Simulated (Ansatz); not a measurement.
`[Li][O][Si](C)(C)C` and `C[Si](C)(C)OBF` differ in one atom or group.

Ansatz, PBE0-D4/def2-TZVP geometries, multiplicity 1. Each molecule was computed in one conformer, which needn't be the lowest.

```json
{"property": "HOMO–LUMO gap (PBE0/def2-TZVPP) / eV", "`[Li][O][Si](C)(C)C`": "5.37"}
{"property": "LUMO energy (PBE/def2-TZVPP) / eV", "`[Li][O][Si](C)(C)C`": "-1.63"}
{"property": "size of the dipole moment (ωB97M-V/def2-TZVPP) / D", "`[Li][O][Si](C)(C)C`": "6.67"}
{"property": "size of the dipole moment (PBE/def2-TZVPP) / D", "`[Li][O][Si](C)(C)C`": "6.55"}
{"property": "HOMO energy (ωB97M-V/def2-TZVPP) / eV", "`[Li][O][Si](C)(C)C`": "-8.81"}
{"property": "LUMO energy (B3LYP/def2-TZVPP) / eV", "`[Li][O][Si](C)(C)C`": "-1.39"}
```

Q: Give the same properties after the change, and the shifts. (An estimate is asked.)

A: Computed: 
```csv
property,`C[Si](C)(C)OBF`,shift
HOMO–LUMO gap (PBE0/def2-TZVPP) / eV,8.94,3.57
LUMO energy (PBE/def2-TZVPP) / eV,-0.60,1.03
size of the dipole moment (ωB97M-V/def2-TZVPP) / D,1.72,-4.95
size of the dipole moment (PBE/def2-TZVPP) / D,1.81,-4.74
HOMO energy (ωB97M-V/def2-TZVPP) / eV,-10.80,-1.99
LUMO energy (B3LYP/def2-TZVPP) / eV,0.12,1.51
```

With PBE0 the HOMO falls by 2.05 eV and the LUMO rises by 1.52 eV, so the gap widens by about 3.57 eV. PBE moves the HOMO by -2.03 eV and ωB97M-V by -1.99 eV. Dipoles are sizes alone; their direction can turn.

B3LYP here is the variant with VWN-RPA as its local correlation; programs differ in this.
